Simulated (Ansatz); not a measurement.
Basis-set extrapolation for `[SiH3]CC(Cl)Cl` (PBE0-D4/def2-TZVP geometry, frozen core, Ansatz). Multiplicity 1, RHF reference.

```
                       def2-TZVPP    def2-QZVPP
                 HF  -1287.218900  -1287.256997
    MP2 correlation     -0.855912     -0.926659
CCSD(T) correlation     -0.961277       not run
```

Energies in hartree. Use E(X) = E(∞) + A·exp(−7.88·√X) for Hartree–Fock and E(X) = E(∞) + B·X^(−2.97) for correlation, with X = 3 and 4, and add CCSD(T) minus MP2 of the smaller set to the MP2 limit.

Question: What is the CCSD(T) energy at the basis-set limit?

Answer: HF limit: -1287.256997 + (-0.038097) × 0.13774 = -1287.26224. MP2 limit: -0.926659 + (-0.070747) × 0.74074 = -0.97906. Higher-order term: -0.961277 − (-0.855912) = -0.10537. Total: -1288.34667 hartree, 437.1 kJ/mol below CCSD(T)/def2-TZVPP.
